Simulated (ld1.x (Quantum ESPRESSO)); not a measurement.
## hydrogen (H): one change to a PAW potential, before and after

H, PAW, made with ld1.x (Quantum ESPRESSO) 7.5 (PBE, scalar-relativistic). Core none, reference 1s1. Waves: 1s (bound): rcut 1.20, rcutus 1.35 bohr; 1s channel at 2.9 Ry: rcut 1.20, rcutus 1.35 bohr; 2p channel at 0.5 Ry: rcut 1.05, rcutus 1.25 bohr; 2p channel at 1.65 Ry: rcut 1.05, rcutus 1.25 bohr. Local part: all-electron potential smoothed inside 1.10 bohr (lloc = -1). Core correction: none. Augmentation charge: BG, radius 0.85 bohr.

Change: all radii scaled by about 0.87 (s 1.18, p 1.08 bohr, rcut 1.04/0.92); local potential all-electron potential smoothed inside 0.96 bohr (lloc = -1); augmentation BG, radius 0.74 bohr.

Cutoffs: the cutoffs (Ry, on a coarse ladder) from which the occupation-weighted sum of valence levels, in a spherical-Bessel basis at the reference potential, stays within 10 and 1 mRy of its value at 400 Ry; they do not see the model core or the augmentation charge, which bear on the density cutoff. Errors are all-electron minus pseudo energies relative to the spin-unpolarised reference configuration.

**Question.** What does the change do?

**Answer.** The potential gets harder (12 Ry and 21 Ry → 15 Ry and 30 Ry); neither file shows a bound ghost. A smaller radius makes the pseudo-wave follow the all-electron one further in, where it bends more sharply, so more plane waves are needed.

```
                            quantity            base         changed
                       cutoff, loose           12 Ry           15 Ry
                       cutoff, tight           21 Ry           30 Ry
                        bound ghosts            none            none
   error for 1s0.5, meV [ΔE 4.76 eV]             0.0             0.0
lowest overlap eigenvalue by channel  s 0.90, p 0.98  s 0.99, p 0.99
```

Base: ld1.x warns that Blöchl-style (BG) augmentation functions are not a good idea. Changed file: ld1.x warns that Blöchl-style (BG) augmentation functions are not a good idea.
